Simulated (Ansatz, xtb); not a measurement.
Two isomers of C2H5F3N2Si2

Structure I: `N#C[SiH2]N[SiH2]C(F)(F)F`, a singlet. Structure II: `N#C[SiH](N[SiH3])C(F)(F)F`, a singlet. Both are isolated molecules in the gas phase, relaxed with PBE0-D3(BJ)/def2-SVP, each in the lowest conformer that the search found.

**Question.** Which of the two would you expect CCSD(T)/def2-SVP + ΔMP2/def2-TZVPP electronic energies to favour?

**Answer.** Structure I; the calculation gives E(II) − E(I) = +11.6 kJ/mol.

How the difference moves with the method:

| level | geometry | E(II) − E(I) (kJ/mol) | departure from the last row (kJ/mol) | job, with rough time for the two |
| --- | --- | --- | --- | --- |
| PBE0-D3(BJ)/def2-SVP | PBE0-D3(BJ)/def2-SVP | +8.5 | −3.1 | optimisation, 7.5 min |
| HF/def2-SVP | PBE0-D3(BJ)/def2-SVP | +13.3 | +1.7 | part of the CCSD(T) run |
| MP2/def2-SVP | PBE0-D3(BJ)/def2-SVP | +8.2 | −3.3 | part of the CCSD(T) run |
| CCSD(T)/def2-SVP | PBE0-D3(BJ)/def2-SVP | +8.5 | −3.1 | single point |
| CCSD(T)/def2-SVP + ΔMP2/def2-TZVPP | PBE0-D3(BJ)/def2-SVP | +11.6 |  | single point, 7.5 min |

As drawn, both hold the same kinds of bond in the same numbers.

The levels shown agree on the order. The largest departure from CCSD(T)/def2-SVP + ΔMP2/def2-TZVPP is that of MP2/def2-SVP, 3.3 kJ/mol. No reliable frequencies are at hand for I, so it isn't confirmed as a minimum. Levels run at GFN2-xTB geometries aren't shown. The last row adds to CCSD(T) the change of the MP2 difference between the two basis sets, here +3.1 kJ/mol.

The correlated steps freeze 17 core orbitals. Run with Ansatz 0.2.0, xtb 6.7.1; the last row on 2 threads of Intel(R) Xeon(R) Processor @ 2.50GHz (Skylake/Cascade Lake) on a shared host.
